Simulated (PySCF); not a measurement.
**How methods differ on the ionisation energy of Ba(44+)**

Ba(44+) [Ne] 3s2 (1S) → Ba(45+) [Ne] 3s1 (2S), as a difference of total energies. Computed with PySCF 2.14 in an even-tempered Gaussian basis (18 s from 9.2 bohr⁻², ratio 2.5; 12 p from 12 bohr⁻², ratio 2.5; 4 d from 44 bohr⁻², ratio 2.7; 4 f from 66 bohr⁻², ratio 2.7), with the spin-free X2C one-electron Hamiltonian (Gaussian nucleus). Correlated levels: outer shells: 1s2 frozen; virtual orbitals above 40 to 60 times the deepest correlated orbital energy dropped. The calculations carry no spin-orbit coupling.

```csv
method,ionisation energy (eV)
UHF,3546.8
LDA,3551.2
PBE,3553.7
PBE0,3552.3
r2SCAN,3546.7
B2PLYP,3551.2
PBEsol,3551.3
MP2 (outer shells),3550.3
SCS-MP2 (outer shells),3550.7
```

**Question.** How much does correlation contribute at MP2 (outer shells)?

**Answer.** 3550.3 − (3546.8) = 3.5 eV, measured against UHF.

Breit and QED terms and the two-electron picture change are absent.

For comparison: 3546 ± 4 eV (theoretical estimate listed by NIST; NIST Atomic Spectra Database, ionization energies).
